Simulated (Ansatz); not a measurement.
Job for Ansatz (a quantum-chemistry and plane-wave program): R-PBE0/def2-TZVPPD on CH6F2Si (a complex), monomers drawn apart or pushed together. Files ending in .json are basis or fitting sets from the Basis Set Exchange.

Ansatz 0.2 input:
```yaml
crystal:
  periodic: [false, false, false]
  atoms:
    - {symbol: Si, position_ang: [0.23949382, -0.04746047, 0.12882247]}
    - {symbol: H, position_ang: [-1.01343314, 0.27948020, 0.84835367]}
    - {symbol: H, position_ang: [0.51101619, -1.49675428, 0.24324508]}
    - {symbol: H, position_ang: [1.35957001, 0.72867556, 0.70052599]}
    - {symbol: H, position_ang: [0.07057473, 0.30685597, -1.29997845]}
    - {symbol: F, position_ang: [0.27685036, -0.65193286, 4.66836224]}
    - {symbol: C, position_ang: [-0.54130039, 0.24782327, 5.28693563]}
    - {symbol: F, position_ang: [0.04300566, 1.47497289, 5.22294906]}
    - {symbol: H, position_ang: [-0.64263871, -0.03965463, 6.33453374]}
    - {symbol: H, position_ang: [-1.48958133, 0.28174152, 4.74927360]}
basis:
  gaussian:
    orbitals: def2-TZVPPD.json
hamiltonian:
  xc: {name: PBE0}
scf: {lower_state_search: off}
```

Q: What total energy does the run end on?

A: -530.6137 hartree.
